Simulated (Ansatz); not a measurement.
CH4BFO can be A, `BOCF`, or B, `OCBF`.

Program: Ansatz. Geometries: PBE0-D4/def2-TZVP. ΔE: electronic, gas phase. CCSD(T)/CBS adds triple-zeta CCSD(T) − MP2 to the extrapolated MP2 energy (def2 sets, frozen cores). This one scheme is used for every species. DFT in def2-TZVPP. B3LYP here is the variant with VWN-RPA as its local correlation; programs differ in this. Each species was taken in one conformer, which may not be the lowest.

A:

Z-matrix (Å, degrees):
```
C
O 1 1.389
F 1 1.363 2 108.8
H 1 1.095 2 111.1 3 119.0
H 1 1.092 2 108.4 3 -117.3
B 2 1.350 1 121.3 3 -102.0
H 6 1.201 2 119.7 1 -2.8
H 6 1.193 2 116.8 1 178.0
```

B:

Z-matrix (Å, degrees):
```
C
B 1 1.555
O 1 1.411 2 117.0
H 1 1.103 2 107.6 3 -124.2
H 1 1.103 2 107.6 3 124.3
F 2 1.328 1 118.7 3 -0.3
H 2 1.198 1 123.6 3 179.8
H 3 0.961 1 108.5 2 0.9
```

Task: Which isomer does CCSD(T)/CBS put lower? Give the gap. (Estimate.)

Result: Ansatz gave: B, by 13.6 kcal/mol.

Task: Give E(B) − E(A) in kcal/mol with MP2/def2-TZVPP, ωB97M-V, PBE0-D4, B2PLYP, B3LYP, B3LYP-D4, CCSD(T)/def2-TZVPP. (Estimate.)

Result: Computed: MP2/def2-TZVPP -13.4, ωB97M-V -13.1, PBE0-D4 -13.6, B2PLYP -12.4, B3LYP -12.3, B3LYP-D4 -12.3, CCSD(T)/def2-TZVPP -12.5. None reverses the order clearly.

Largest T1 diagnostic: 0.013.

In def2-TZVPP, CCSD(T) changes the Hartree–Fock value by −2.3 kcal/mol (the triples alone add +0.1 kcal/mol) and MP2 by −3.3 kcal/mol.
